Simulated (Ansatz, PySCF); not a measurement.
bismuth atom (Bi), quartet (core potentials on Bi). Base run: CASSCF(5,6)/def2-SVP (PySCF).

Here is a job for PySCF.
```python
from pyscf import gto, scf, mcscf
import numpy

mol = gto.M(
    atom='''
Bi    0.00000000    0.00000000    0.00000000
''',
    basis='def2-svp',
    ecp={'Bi': 'def2-svp'},
    spin=3,
    verbose=4,
)

mf = scf.ROHF(mol)
mf.kernel()
mc = mcscf.CASSCF(mf, 6, 5)
mc.fix_spin_(ss=3.75)
mc.kernel()
occ = numpy.linalg.eigvalsh(mc.fcisolver.make_rdm1(mc.ci, mc.ncas, mc.nelecas))[::-1]
ss = mc.fcisolver.spin_square(mc.ci, mc.ncas, mc.nelecas)[0]
print('natural occupations', occ.round(4), ' <S^2>', round(ss, 4))
```

Programs used: Ansatz (a program for electronic structure), PySCF; a row that names a program was run with it.

Variants of this job, named by their change:

```tsv
change	ΔE vs base (mEh)	natural occupations	<S^2> of the state	outcome
base	0.000	1.99 1.00 1.00 1.00 0.01 0.01	3.75	converged
code = ansatz; correction = SC-NEVPT2, all electrons	-66.167	-	-	converged
code = ansatz	0.000	-	-	converged
active space = 7 electrons, 8 orbitals	-8.075	2.00 1.98 1.00 1.00 1.00 0.01 0.01 0.01	3.75	converged
orbitals = fixed (CASCI); correction = SC-NEVPT2	-65.987	1.99 1.00 1.00 1.00 0.00 0.00	3.75	converged
solver = newton	5.072	1.99 1.00 1.00 1.00 0.01 0.00	3.75	converged
orbitals = fixed (CASCI)	8.879	1.99 1.00 1.00 1.00 0.00 0.00	3.75	converged
state_average = 2 states	1.925	-	-	converged
active space = 3 electrons, 5 orbitals	13.905	1.00 1.00 1.00 0.00 0.00	3.75	converged
correction = SC-NEVPT2	-65.961	1.99 1.00 1.00 1.00 0.01 0.01	3.75	converged
active space = 7 electrons, 7 orbitals	-	-	-	not converged
```

Active orbitals are taken around the Fermi level unless the row says otherwise; CASSCF can end in different local minima, and two programs can end on different orbitals. State-averaged rows give the lowest state.

Open shells are given as the SCF converged; they aren't shown to be the lowest states, and a large step between rows can be another state.
